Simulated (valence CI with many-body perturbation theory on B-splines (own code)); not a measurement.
# Energy levels of Dy33+

Computed by configuration interaction combined with many-body perturbation theory (CI+MBPT): five valence electrons over a frozen Dirac-Fock core [Ar] 3d10, a basis of 11 s, 11 p, 10 d, 8 f, 5 g, 2 h functions for each j, with the one-electron correlation potential Σ1 (screened to all orders), the two-electron term Σ2, the three-electron term Σ3, Breit, model QED; selected single and double excitations, second order for the rest, scaled by the run's own slope (own B-spline code, finite nucleus).

No measured spectrum was set against this ion. As an estimate, large intervals hold to a few tenths of a per cent, small ones and those within an open d or f shell to about a per cent. Among the levels kept, up to 2100 cm⁻¹ of a level comes from second order outside the variational space, and about a tenth of that is noise between levels of different J, which matters for small intervals.

Levels 1 to 45 of 175, with energies above the lowest level, (4s^2 4p1/2^2 4p3/2) J=3/2. "Leading %" is the weight of the configuration and term that name the level; weights of strongly mixed levels are sums over their largest components and can fall short. In the jj column 3d3/2^4 stands for four electrons in 3d with j = 3/2. Lifetimes count E1, E2, E3, M1 and M2 decay at the calculated energies, and are blank where another channel may lead or the interval is too uncertain; long ones can be off by a factor of two.

```tsv
No.	Configuration	Term	J	E (cm⁻¹)	Leading %	Second component	Lifetime	Leading jj
1	4s²4p³	²P°	3/2	0	45	29 % 4s²4p³ ⁴S°		4s^2 4p1/2^2 4p3/2 (98 %)
2	4s²4p³	⁴S°	3/2	371780	53	45 % 4s²4p³ ²D°	967 ns	4s^2 4p1/2 4p3/2^2 (98 %)
3	4s²4p³	²D°	5/2	408720	99		4.83 μs	4s^2 4p1/2 4p3/2^2 (99 %)
4	4s²4p³	²P°	1/2	455170	98		1.28 μs	4s^2 4p1/2 4p3/2^2 (98 %)
5	4s²4p³	²P°	3/2	833110	53	28 % 4s²4p³ ²D°	454 ns	4s^2 4p3/2^3 (98 %)
6	4s4p⁴	⁴P	5/2	985920	68	20 % 4s4p⁴ ²D	55.8 ps	4s 4p1/2^2 4p3/2^2 (88 %)
7	4s²4p²4d	⁴F	3/2	1002400	30	23 % 4s²4p²4d ²D	409 ps	4s^2 4p1/2^2 4d3/2 (83 %)
8	4s4p⁴	²S	1/2	1100700	52	36 % 4s4p⁴ ⁴P	8.89 ps	4s 4p1/2^2 4p3/2^2 (90 %)
9	4s4p⁴	²D	3/2	1126100	29	26 % 4s4p⁴ ²P	4.44 ps	4s 4p1/2^2 4p3/2^2 (72 %)
10	4s²4p²4d	⁴D	5/2	1156600	24	24 % 4s²4p²4d ⁴F	6.18 ps	4s^2 4p1/2^2 4d5/2 (85 %)
11	4s4p⁴	⁴P	3/2	1366600	30	18 % 4s4p⁴ ²D	34.1 ps	4s 4p1/2 4p3/2^3 (47 %)
12	4s²4p²4d	⁴F	5/2	1379700	40	38 % 4s²4p²4d ²F	562 ps	4s^2 4p1/2 4p3/2 4d3/2 (89 %)
13	4s²4p²4d	⁴D	1/2	1381300	70	15 % 4s²4p²4d ²P	112 ps	4s^2 4p1/2 4p3/2 4d3/2 (91 %)
14	4s²4p²4d	²P	3/2	1386900	33	29 % 4s4p⁴ ⁴P	53.2 ps	4s^2 4p1/2 4p3/2 4d3/2 (45 %)
15	4s²4p²4d	²G	7/2	1418900	41	27 % 4s²4p²4d ²F	29.1 ns	4s^2 4p1/2 4p3/2 4d3/2 (92 %)
16	4s4p⁴	²D	5/2	1427200	44	15 % 4s4p⁴ ⁴P	43.6 ps	4s 4p1/2 4p3/2^3 (59 %)
17	4s²4p²4d	⁴D	7/2	1470200	47	35 % 4s²4p²4d ⁴F	2.45 ns	4s^2 4p1/2 4p3/2 4d5/2 (98 %)
18	4s4p⁴	²P	1/2	1493700	29	17 % 4s²4p²4d ²P	2.40 ps	4s 4p1/2 4p3/2^3 (43 %)
19	4s²4p²4d	²G	9/2	1510000	56	43 % 4s²4p²4d ⁴F		4s^2 4p1/2 4p3/2 4d5/2 (98 %)
20	4s²4p²4d	⁴P	5/2	1512000	39	19 % 4s²4p²4d ²F	1.41 ps	4s^2 4p1/2 4p3/2 4d3/2 (60 %)
21	4s²4p²4d	²D	3/2	1514100	26	25 % 4s4p⁴ ²P	1.12 ps	4s^2 4p1/2 4p3/2 4d3/2 (66 %)
22	4s²4p²4d	⁴D	3/2	1529100	40	22 % 4s4p⁴ ²D	3.70 ps	4s^2 4p1/2 4p3/2 4d5/2 (50 %)
23	4s²4p²4d	²S	1/2	1559300	35	25 % 4s²4p²4d ⁴P	1.47 ps	4s^2 4p1/2 4p3/2 4d3/2 (56 %)
24	4s²4p²4d	⁴D	5/2	1572500	37	26 % 4s²4p²4d ²F	2.41 ps	4s^2 4p1/2 4p3/2 4d5/2 (49 %)
25	4s²4p²4d	²F	7/2	1594000	41	33 % 4s²4p²4d ²G	4.07 ps	4s^2 4p1/2 4p3/2 4d5/2 (84 %)
26	4s²4p²4d	²P	3/2	1594500	39	23 % 4s4p⁴ ²P	1.89 ps	4s^2 4p1/2 4p3/2 4d5/2 (50 %)
27	4s²4p²4d	²D	5/2	1620700	53	20 % 4s²4p²4d ⁴P	1.59 ps	4s^2 4p1/2 4p3/2 4d5/2 (79 %)
28	4s²4p²4d	²D	3/2	1634600	56	9 % 4s²4p²4d ⁴F	3.17 ps	4s^2 4p1/2 4p3/2 4d5/2 (66 %)
29	4s²4p²4d	²P	1/2	1666700	63	14 % 4s²4p²4d ²S	1.77 ps	4s^2 4p1/2 4p3/2 4d5/2 (70 %)
30	4s²4p²4d	²S	1/2	1853200	23	22 % 4s4p⁴ ²P	6.33 ps	4s 4p3/2^4 (46 %)
31	4s²4p²4d	²P	1/2	1886300	57	25 % 4s²4p²4d ⁴P	1.71 ps	4s^2 4p3/2^2 4d3/2 (70 %)
32	4s²4p²4d	²D	3/2	1888500	38	26 % 4s²4p²4d ⁴P	1.20 ps	4s^2 4p3/2^2 4d3/2 (89 %)
33	4s²4p²4d	²F	7/2	1889700	45	42 % 4s²4p²4d ⁴D	13.7 ps	4s^2 4p3/2^2 4d5/2 (90 %)
34	4s²4p²4d	²D	5/2	1894200	31	18 % 4s²4p²4d ²F	1.32 ps	4s^2 4p3/2^2 4d3/2 (81 %)
35	4s²4p²4d	⁴F	9/2	1903000	56	43 % 4s²4p²4d ²G	804 ns	4s^2 4p3/2^2 4d5/2 (97 %)
36	4s²4p²4d	²F	7/2	1922300	68	24 % 4s²4p²4d ²G	1.35 ps	4s^2 4p3/2^2 4d3/2 (83 %)
37	4s²4p²4d	²D	3/2	1965100	60	22 % 4s²4p²4d ²P	1.42 ps	4s^2 4p3/2^2 4d3/2 (81 %)
38	4s²4p²4d	²D	5/2	1993800	79	13 % 4s²4p²4d ⁴D	507 ps	4s^2 4p3/2^2 4d5/2 (97 %)
39	4s4p³4d	⁶D°	5/2	1994000	30	21 % 4s4p³4d ⁴F°	46.1 ps	4s 4p1/2^2 4p3/2 4d3/2 (89 %)
40	4s4p³4d	⁶D°	3/2	1998100	37	16 % 4s4p³4d ⁴D°	32.9 ps	4s 4p1/2^2 4p3/2 4d3/2 (90 %)
41	4s4p³4d	⁶D°	1/2	1998100	44	38 % 4s4p³4d ⁴P°	57.1 ps	4s 4p1/2^2 4p3/2 4d3/2 (90 %)
42	4s4p³4d	⁶D°	7/2	2011400	31	23 % 4s4p³4d ⁴F°	90.6 ps	4s 4p1/2^2 4p3/2 4d3/2 (74 %)
43	4s²4p²4d	²D	3/2	2056900	47	36 % 4s²4p²4d ²P	1.85 ps	4s^2 4p3/2^2 4d5/2 (85 %)
44	4s²4p²4d	²S	1/2	2063100	21	18 % 4s4p⁴ ²S	1.30 ps	4s 4p3/2^4 (47 %)
45	4s4p³4d	⁴F°	3/2	2067700	30	14 % 4s4p³4d ²D°	9.89 ps	4s 4p1/2^2 4p3/2 4d3/2 (70 %)
```

The ionisation energy to 4s²4p² ³P0 of the next ion comes out as 1372.7 eV (NIST: 1371 ± 5 eV (theoretical)). All 175 levels together are meant to be complete up to 3124600 cm⁻¹.
